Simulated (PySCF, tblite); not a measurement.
Isomers of C7H9NOSi, one GFN2-xTB conformer each. Single-point energies are computed at PBE0/pcSseg-1 (PySCF, gas phase, no added dispersion term), electronic only.

```
                  SMILES  GFN2-xTB relative energy (kJ/mol)
  C#CC[SiH2]/C=C(/C#N)OC                              457.3
C=CC/C=C\[Si@@H](C#N)C=O                              494.5
    [SiH3]O/C=C/c1ccncc1                                0.0
```

Conformers: `[CH:1]#[C:2][CH2:3][SiH2:4]/[CH:5]=[C:6](/[C:7]#[N:8])[O:9][CH3:10]` with C2–C3–Si4–C5 -52°, C3–Si4–C5–C6 -58°, C5–C6–O9–C10 179°; `[CH2:1]=[CH:2][CH2:3]/[CH:4]=[CH:5]\[Si@@H:6]([C:7]#[N:8])[CH:9]=[O:10]` with C1–C2–C3–C4 -119°, C2–C3–C4–C5 116°, C4–C5–Si6–C7 -175°, C5–Si6–C9–O10 99°; `[SiH3:1][O:2]/[CH:3]=[CH:4]/[c:5]1[cH:6][cH:7][n:8][cH:9][cH:10]1` with Si1–O2–C3–C4 -176°, C3–C4–C5–C6 -2°.

Q: What does PBE0/pcSseg-1 give for the same structures?

A: 
```
                  SMILES  PBE0/pcSseg-1 E (Eh)  PBE0/pcSseg-1 (kJ/mol)  GFN2-xTB (kJ/mol)  point group
    [SiH3]O/C=C/c1ccncc1            -690.97341                     0.0                0.0            –
C=CC/C=C\[Si@@H](C#N)C=O            -690.90139                   189.1              494.5           C1
  C#CC[SiH2]/C=C(/C#N)OC            -690.85681                   306.1              457.3           C1
```

Both levels put the same isomer lowest; measured from each level's own lowest isomer, the values differ by up to 305.4 kJ/mol (C=CC/C=C\[Si@@H](C#N)C=O: 494.5 against 189.1). As drawn, the lowest has an aromatic ring and an Si–O bond, which the highest lacks; the highest has a C≡N group, a C≡C bond and an Si–C bond, which the lowest lacks.

Q: Which frontier levels, dipoles and rotational constants go with these structures?

A: 
| SMILES | HOMO (eV, PBE0/pcSseg-1) | LUMO (eV) | dipole (D) | A, B, C (MHz) |
| --- | --- | --- | --- | --- |
| [SiH3]O/C=C/c1ccncc1 | -6.60 | -1.31 | 3.82 | 4850, 409.6, 379.4 |
| C=CC/C=C\[Si@@H](C#N)C=O | -7.41 | -2.12 | 3.66 | 1917, 667.1, 534.0 |
| C#CC[SiH2]/C=C(/C#N)OC | -7.32 | -1.71 | 2.72 | 1591, 677.7, 652.6 |

Q: What happens when harmonic zero-point energies from GFN2-xTB frequencies are added?

A: 
```csv
SMILES,ZPE (kJ/mol),electronic (kJ/mol),with ZPE (kJ/mol)
[SiH3]O/C=C/c1ccncc1,357.8,0.0,0.0
C=CC/C=C\[Si@@H](C#N)C=O,357.4,189.1,188.7
C#CC[SiH2]/C=C(/C#N)OC,350.0,306.1,298.3
```

The zero-point energies span 7.8 kJ/mol. The order is unchanged.
